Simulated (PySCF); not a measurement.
Computed IR spectrum (relative IR intensity) of a molecule CH5FO2Si2. Coordinates come from a PBE-D3(BJ)/def2-SVP optimisation. One conformer was computed; it need not be the lowest. Computed with PBE-D3(BJ)/def2-SVP in PySCF. Frequencies are harmonic and unscaled.

ν (cm⁻¹): 138 (vw), 163 (vw), 283 (vw), 368 (w), 412 (w), 448 (m), 498 (w), 549 (w), 674 (s), 704 (s), 743 (s), 782 (w), 828 (s), 870 (m), 895 (m), 903 (m), 1123 (vs), 1299 (m), 1740 (vs), 2160 (m), 2170 (w), 2178 (s), 2183 (m), 3533 (w) (against the strongest line: vs over 80 %, s over 45 %, m over 15 %, w over 4 %, vw less)

Q: Which structure fits?
A) O[Si@@]1(F)C[SiH2]O1
B) O=C(O)[Si@@H](F)[SiH3]
C) FC[SiH]1O[SiH2]O1
D) F[SiH2][SiH]1OCO1

A: B, O=C(O)[Si@@H](F)[SiH3]
